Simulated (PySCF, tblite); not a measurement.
Isomers of C4H6NSi (doublet state). All values are computed: GFN2-xTB (tblite) harmonic vibrations without scaling, gas phase. Against measured fundamentals such values can be off by several per cent, at times by over 20. Modes of hydrogen on silicon can be 10 to 20 % off. One conformer each. Open shells enter through the occupations alone, without spin polarisation, and single modes of such species can be off by tens of per cent.

Electronic energies: B3LYP/pcH-1 single points on the GFN2-xTB geometries (PySCF, gas phase).

```json
{"SMILES": "N#C[Si]1CCC1", "electronic energy, lowest = 0 (kcal/mol)": "0.0"}
{"SMILES": "[NH][SiH]1C=CC=C1", "electronic energy, lowest = 0 (kcal/mol)": "21.7"}
{"SMILES": "[H]/N=[C]/C[SiH2]C#C", "electronic energy, lowest = 0 (kcal/mol)": "41.3"}
```

**Question.** How do GFN2-xTB zero-point energies change the relative energies?

**Answer.** 
```
              SMILES  ZPE (kcal/mol)  of it from modes above 1550 cm⁻¹  electronic (kcal/mol)  with ZPE, lowest = 0 (kcal/mol)  lowest mode (cm⁻¹)  rings
        N#C[Si]1CCC1            56.5                              29.0                    0.0                              0.0                  46      1
   [NH][SiH]1C=CC=C1            52.7                              28.0                   21.7                             17.9                 128      1
[H]/N=[C]/C[SiH2]C#C            49.7                              30.2                   41.3                             34.5                 19i      0
```

The zero-point energies span 6.8 kcal/mol, from `[H]/N=[C]/C[SiH2]C#C` to `N#C[Si]1CCC1`. Slightly imaginary modes are left out of the zero-point energy: `[H]/N=[C]/C[SiH2]C#C` 19.2i cm⁻¹. The order is unchanged.

**Question.** And how do the electronic energies of GFN2-xTB itself compare?

**Answer.** `N#C[Si]1CCC1` 2.7; `[NH][SiH]1C=CC=C1` 0.0; `[H]/N=[C]/C[SiH2]C#C` 34.1 kcal/mol, lowest = 0. Against the energies above, taken from the same isomer `N#C[Si]1CCC1`, the largest difference is 24.4 kcal/mol.
